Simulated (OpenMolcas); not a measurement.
Mn3+ (d4) among equal point charges was computed by CASSCF with the d shell active (OpenMolcas, ANO-RCC-VDZP on the metal). Its lowest spin-free states, and all those of the highest spin:

| 2S+1 | Degeneracy | E (cm-1) |
| --- | --- | --- |
| 5 | 2 | 0.0 |
| 5 | 3 | 10873 |
| 3 | 3 | 14941 |
| 3 | 2 | 23623 |
| 3 | 3 | 24000 |
| 3 | 3 | 24903 |
| 1 | 3 | 26547 |
| 3 | 1 | 27255 |
| 1 | 2 | 27759 |
| 3 | 1 | 27959 |
| 3 | 2 | 32418 |
| 1 | 1 | 33042 |

**Question.** Is the site octahedral, tetrahedral or cube-like, axial, or of lower symmetry?

**Answer.** The states with 2S+1 = 5 have orbital degeneracies 2, 3. Threefold states need a cubic site. For d4 at this spin an octahedron puts the twofold E below the threefold T2 and a tetrahedron or cube puts the threefold T2 below the twofold E, so the site is octahedral. The first gap at this spin, 10900 cm-1, is |10Dq| in ligand-field theory. The run had Mn3+ among 6 point charges of -2.2 e arranged as an octahedron (Oh), 1.61 Å from the ion. The active orbitals were held to one l.

An orbital doublet at a regular site is open to a Jahn-Teller distortion, which this geometry leaves out. Without dynamic correlation the repulsion within the d shell is too large (B by tens of per cent), so at a given field states of lower spin stand too high. This shell can be high or low spin here, a state of another spin lies low, and with metal d orbitals alone active their balance is uncertain, so the ground spin may be wrong. This is an electrostatic model: the charges have no orbitals. No measured value stands beside these numbers.
